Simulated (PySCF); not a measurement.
Co- (cobalt, charge -1): UHF calculation

Configuration: [Ar] 3d8 4s2, high-spin 3F determinant. All numbers are calculated (PySCF 2.14, scalar relativity by spin-free X2C-1e, in aug-cc-pwCVTZ-DK (10s9p7d4f3g, 127 functions)).

- Total energy: -1391.807131 hartree
- One-electron energy: -1937.4917 hartree
- Hartree (Coulomb) energy: 604.5102 hartree
- Exchange energy: -58.8257 hartree
- ⟨S²⟩: 2.1254
- ⟨L²⟩: 12.037
- Sum of ⟨r⟩: 27.23 bohr
- Sum of ⟨r²⟩: 81.51 bohr²
- Langevin diamagnetic susceptibility: -64.6 ×10⁻⁶ cm³/mol

```json
{"shell": "1s α", "electrons": "1", "mean orbital energy (hartree)": "-285.38175", "spread (hartree)": "0", "rms radius, mean of both spins (bohr)": "0.0649"}
{"shell": "1s β", "electrons": "1", "mean orbital energy (hartree)": "-285.38135", "spread (hartree)": "0", "rms radius, mean of both spins (bohr)": "0.0649"}
{"shell": "2s α", "electrons": "1", "mean orbital energy (hartree)": "-35.08671", "spread (hartree)": "0", "rms radius, mean of both spins (bohr)": "0.276"}
{"shell": "2s β", "electrons": "1", "mean orbital energy (hartree)": "-35.02413", "spread (hartree)": "0", "rms radius, mean of both spins (bohr)": "0.276"}
{"shell": "2p α", "electrons": "3", "mean orbital energy (hartree)": "-29.85897", "spread (hartree)": "0", "rms radius, mean of both spins (bohr)": "0.249"}
{"shell": "2p β", "electrons": "3", "mean orbital energy (hartree)": "-29.79845", "spread (hartree)": "0", "rms radius, mean of both spins (bohr)": "0.249"}
{"shell": "3s α", "electrons": "1", "mean orbital energy (hartree)": "-4.31242", "spread (hartree)": "0", "rms radius, mean of both spins (bohr)": "0.836"}
{"shell": "3s β", "electrons": "1", "mean orbital energy (hartree)": "-4.12946", "spread (hartree)": "0", "rms radius, mean of both spins (bohr)": "0.836"}
{"shell": "3p α", "electrons": "3", "mean orbital energy (hartree)": "-2.75114", "spread (hartree)": "0", "rms radius, mean of both spins (bohr)": "0.899"}
{"shell": "3p β", "electrons": "3", "mean orbital energy (hartree)": "-2.53314", "spread (hartree)": "0", "rms radius, mean of both spins (bohr)": "0.899"}
{"shell": "3d α", "electrons": "5", "mean orbital energy (hartree)": "-0.27646", "spread (hartree)": "0.05204", "rms radius, mean of both spins (bohr)": "1.32"}
{"shell": "3d β", "electrons": "3", "mean orbital energy (hartree)": "-0.18383", "spread (hartree)": "0", "rms radius, mean of both spins (bohr)": "1.32"}
{"shell": "4s α", "electrons": "1", "mean orbital energy (hartree)": "-0.04466", "spread (hartree)": "0", "rms radius, mean of both spins (bohr)": "5.51"}
{"shell": "4s β", "electrons": "1", "mean orbital energy (hartree)": "-0.00322", "spread (hartree)": "0", "rms radius, mean of both spins (bohr)": "5.51"}
```

⟨S²⟩ = 2.13 against 2.00 shows spin contamination. The outer electron is barely bound at this level, so radii and moments hang on the diffuse functions.

Densities and radii are taken from the X2C orbitals without a picture-change correction, which distorts them close to the nucleus.

Spin-orbit constants ζ (cm⁻¹) from the X2C one-electron operator on these orbitals: bare nucleus, nucleus screened by l(l+1)(2l+1)/3 electrons, and screened by the Breit-Pauli mean field of the electrons.

```
shell   bare  screened nucleus  mean field
   2p  83830             77620         n/a
   3p  10050              9304         n/a
   3d  863.0             543.4         n/a
```

To first order the Landé constant is A = -271.7 cm⁻¹, so the lowest level has J = 4 and lies 0.101 eV below the centre of the term. This holds in LS coupling only.
